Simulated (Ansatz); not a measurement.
Reaction (substitution at a C–C bond): `CBOCC` + `[NH2][Mg][OH]` → `C[O][Mg][NH2]` + `CBOC`

Isolated molecules relaxed with PBE0-D4/def2-TZVP in Ansatz; ΔE leaves out vibrations. CCSD(T)/CBS adds triple-zeta CCSD(T) − MP2 to the extrapolated MP2 energy (def2 sets, frozen cores). Functionals use def2-TZVPP. HSE06 is defined as in plane-wave codes. For Mg outer-core shells are correlated without core-valence functions, which leaves a few kJ/mol of doubt a bond. One conformer a species, not always the lowest.

(1) Is it downhill or uphill in electronic energy at CCSD(T)/CBS, and by how much? (An estimate is asked.)

(2) What do these levels give: r2SCAN-D4, B97M-V, PBE-QIDH, PBE, BLYP, r2SCANh, r2SCAN0, HSE06, MP2/def2-TZVPP, SCS-MP2/def2-TZVPP, MP2/def2-QZVPP, CCSD/CBS(def2)? (An estimate is asked.)

Largest T1 diagnostic among the species: 0.012.

Results:

(1) The calculation gave: Uphill: ΔE = +72.6 kJ/mol.

(2) The calculation gave: r2SCAN-D4 68.8, B97M-V 67.7, PBE-QIDH 71.4, PBE 65.3, BLYP 58.8, r2SCANh 68.6, r2SCAN0 69.2, HSE06 66.7, MP2/def2-TZVPP 76.3, SCS-MP2/def2-TZVPP 70.0, MP2/def2-QZVPP 77.2, CCSD/CBS(def2) 71.4 kJ/mol.

From BLYP to BHLYP (50 % exact exchange), in def2-TZVPP and without D4, ΔE moves by +3.7 kJ/mol. Leaving LDA and LC-ωPBE aside and taking each functional with its dispersion term where it has one, the values, not all of them listed here, spread over 8.7 kJ/mol, from BLYP-D4 to PBE-QIDH. LDA lies +5.2 kJ/mol from PBE without D4.
